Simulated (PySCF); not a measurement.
SMILES CSc1ccc(C=O)s1, GFN2-xTB optimised geometry.

```
15

C     -2.46    -2.20     0.00
S     -0.80    -2.93     0.00
C      0.19    -1.50     0.00
C      1.57    -1.50     0.00
C      2.10    -0.21     0.00
C      1.14     0.78     0.00
C      1.33     2.21     0.00
O      0.45     3.04    -0.01
S     -0.46     0.11     0.00
H     -2.59    -1.60    -0.90
H     -2.60    -1.60     0.89
H     -3.16    -3.04    -0.01
H      2.15    -2.40     0.00
H      3.16     0.00     0.00
H      2.40     2.50     0.00
```

Density from B3LYP/def2-TZVP (PySCF) at that geometry.

Minimum of the electron density along straight lines between bonded atoms, close to the bond critical point (lines longer than 1.1 times the sum of covalent radii, or with two minima, are not listed):

| bond | length / Å | ρ at the minimum / e bohr⁻³ | ∇²ρ there / e bohr⁻⁵ | position (fraction from the first atom) |
|---|---|---|---|---|
| C1–S2 | 1.813 | 0.183 | -0.30 | 0.47 |
| S2–C3 | 1.737 | 0.210 | -0.45 | 0.50 |
| C3–C4 | 1.378 | 0.324 | -0.94 | 0.53 |
| C4–C5 | 1.394 | 0.317 | -0.93 | 0.50 |
| C5–C6 | 1.379 | 0.325 | -0.95 | 0.49 |
| C6–C7 | 1.435 | 0.299 | -0.88 | 0.51 |
| C7–O8 | 1.210 | 0.423 | -0.17 | 0.34 |
| C3–S9 | 1.728 | 0.214 | -0.44 | 0.50 |
| C6–S9 | 1.742 | 0.209 | -0.41 | 0.47 |
| C1–H10 | 1.086 | 0.285 | -1.00 | 0.65 |
| C1–H11 | 1.086 | 0.285 | -1.00 | 0.65 |
| C1–H12 | 1.085 | 0.284 | -0.99 | 0.65 |
| C4–H13 | 1.074 | 0.291 | -1.05 | 0.65 |
| C5–H14 | 1.076 | 0.291 | -1.06 | 0.65 |
| C7–H15 | 1.109 | 0.278 | -0.98 | 0.65 |
